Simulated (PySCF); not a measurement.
Ga(H)2(NMe2) (C₂H₈GaN), SMILES C[N]([GaH2])C. Heavy atoms are numbered as in [GaH2:1][N:4]([CH3:5])[CH3:6]. Hydrogens are named by the atom that carries them.

Coordinates come from a ωB97X-D3(BJ)/def2-SVP optimisation. The structure was generated by enumeration; whether it is a known compound was not checked.

All values below come from PBE/def2-TZVP (PySCF).

Atomic charges (e), one atom of each kind:

```
atom        Löwdin    IAO
----------  ------  -----
Ga1 (GaH2)    0.20   0.43
H on Ga1     -0.09  -0.12
N4           -0.02  -0.38
C5 (CH3)     -0.34  -0.31
H on C5       0.11   0.13
```
